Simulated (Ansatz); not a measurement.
In10P10, 20 atoms. Hardware: 2 threads of AMD EPYC 7R13 on a shared host and a share (18 GiB) of an NVIDIA H100 80GB HBM3.

In the def2 sets In takes a core potential; there is no spin–orbit coupling. Single mean-field runs in def2-SVP, def2-TZVP are fitted with def2-universal-jkfit.

(1) How many basis functions does each of these Ansatz runs have, and roughly what does it cost? PBE-D4/def2-SVP, charge -1 doublet at the geometry of the charge 0 singlet, energy, from earlier orbitals; PBE-D4/def2-TZVP, charge 0 singlet, energy, from earlier orbitals; LC-ωPBE (ω = 0.15 bohr⁻¹)/def2-SVP, charge 0 singlet, energy, from earlier orbitals; PBE-D4/def2-SVP, charge 0 singlet, energy and forces, from earlier orbitals; LC-ωPBE (ω = 0.20 bohr⁻¹)/def2-SVP, charge 0 singlet, energy, from earlier orbitals; LC-ωPBE (ω = 0.20 bohr⁻¹)/def2-SVP, charge 1 doublet at the geometry of the charge 0 singlet, energy, from earlier orbitals; LC-ωPBE (ω = 0.30 bohr⁻¹)/def2-SVP, charge -1 doublet at the geometry of the charge 0 singlet, energy, from earlier orbitals; LC-ωPBE (ω = 0.10 bohr⁻¹)/def2-SVP, charge 0 singlet, energy, from earlier orbitals; HSE06-D4/def2-SVP, charge 0 singlet, energy, from earlier orbitals; PBE-D4/def2-SVP, charge 0 singlet, relaxation, 29 steps; PBE0-D4/def2-SVP, charge -1 doublet at the geometry of the charge 0 singlet, energy; PBE-D4/def2-SVP, charge 1 doublet at the geometry of the charge 0 singlet, energy, from earlier orbitals.

## Answers

(1) Other jobs shared the machine, so times can vary by a factor of up to 3.

| run | functions | fitting or Cholesky vectors | wall time | peak host memory (GiB) |
| --- | --- | --- | --- | --- |
| LC-ωPBE (ω = 0.20 bohr⁻¹)/def2-SVP, charge 0 singlet, energy, from earlier orbitals | 440 | 3460 | 4.7 s | 1 |
| PBE-D4/def2-SVP, charge -1 doublet at the geometry of the charge 0 singlet, energy, from earlier orbitals | 440 | 3460 | 5.5 s | 1.1 |
| LC-ωPBE (ω = 0.15 bohr⁻¹)/def2-SVP, charge 0 singlet, energy, from earlier orbitals | 440 | 3460 | 5.5 s | 1.1 |
| PBE-D4/def2-SVP, charge 0 singlet, energy and forces, from earlier orbitals | 440 | 3460 | 6 s | 1 |
| LC-ωPBE (ω = 0.10 bohr⁻¹)/def2-SVP, charge 0 singlet, energy, from earlier orbitals | 440 | 3460 | 7.5 s | 1.1 |
| PBE-D4/def2-TZVP, charge 0 singlet, energy, from earlier orbitals | 870 | 3460 | 9 s | 1.2 |
| HSE06-D4/def2-SVP, charge 0 singlet, energy, from earlier orbitals | 440 | 3460 | 9 s | 1.1 |
| PBE0-D4/def2-SVP, charge -1 doublet at the geometry of the charge 0 singlet, energy | 440 | 3460 | 10 s | 1.1 |
| PBE-D4/def2-SVP, charge 1 doublet at the geometry of the charge 0 singlet, energy, from earlier orbitals | 440 | 3460 | 12 s | 1.1 |
| LC-ωPBE (ω = 0.20 bohr⁻¹)/def2-SVP, charge 1 doublet at the geometry of the charge 0 singlet, energy, from earlier orbitals | 440 | 3460 | 16 s | 1.1 |
| LC-ωPBE (ω = 0.30 bohr⁻¹)/def2-SVP, charge -1 doublet at the geometry of the charge 0 singlet, energy, from earlier orbitals | 440 | 3460 | 16 s | 1.1 |
| PBE-D4/def2-SVP, charge 0 singlet, relaxation, 29 steps | 440 | 3460 | 2.1 min | 1 |
